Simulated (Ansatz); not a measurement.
Geometry optimisation, RKS PBE-D4/6-31G* (Ansatz).

The input (input.yaml):

```yaml
crystal:
  periodic: [false, false, false]
  atoms:
    - { symbol: "N", position_ang: [1.9131, -0.9844, -2.0734] }
    - { symbol: C, position_ang: [0.9625, -0.7049, -1.0401] }
    - { symbol: C, position_ang: [0.1595, -0.4959, -0.1522] }
    - { symbol: Al, position_ang: [-0.9796, -0.1558, 1.3079] }
    - { symbol: "N", position_ang: [-1.9279, 1.5186, 1.4314] }
    - { symbol: H, position_ang: [2.2311, -1.8867, -2.251] }
    - { symbol: H, position_ang: [2.1949, -0.1514, -2.6969] }
    - { symbol: H, position_ang: [-1.3032, -1.2883, 2.3864] }
    - { symbol: H, position_ang: [-2.73251, 1.35449, 2.173] }
    - { symbol: H, position_ang: [-2.39886, 1.65871, 0.53815] }
basis:
  gaussian: { orbitals: "6-31G*" }
hamiltonian:
  xc: pbe
  dispersion: d4
relax:
  f_tol: 0.015
  max_steps: 40
output:
  orbitals: {}
```

Launched with:

```bash
$ ansatz run input.yaml --threads 1 --pin off --max-ram 2048MiB --backend cpu --events-out ev --progress --plain --runs-dir out
```

**Question.** Where does it end, and by what steps?

**Answer.** The forces met the threshold. After 7 steps the energy has fallen by 0.846 eV; H10 moved furthest, 0.48 Å.

```csv
step,energy less start (eV),largest force component (eV/Å),accepted
0,0.0000,4.913,yes
1,-0.5455,1.995,yes
2,-0.6702,1.625,yes
3,-0.8255,0.442,yes
4,-0.8452,0.033,yes
5,-0.8457,0.018,yes
6,-0.8458,0.016,yes
7,-0.8458,0.002,yes
```

```xyz
10
Properties=species:S:1:pos:R:3
N 1.976 -0.831 -1.969
C 1.030 -0.663 -1.025
C 0.205 -0.476 -0.119
Al -1.052 -0.263 1.275
N -2.079 1.204 1.316
H 2.295 -1.791 -2.118
H 1.824 -0.335 -2.850
H -1.259 -1.340 2.437
H -2.778 1.392 2.033
H -2.042 1.968 0.642
```

Whether the end is a true minimum wasn't checked by a vibrational analysis.

Time of the run: 41 s on 1 thread of Intel(R) Xeon(R) Processor @ 2.50GHz (Skylake/Cascade Lake), on a shared host, peak memory 0.14 GiB.
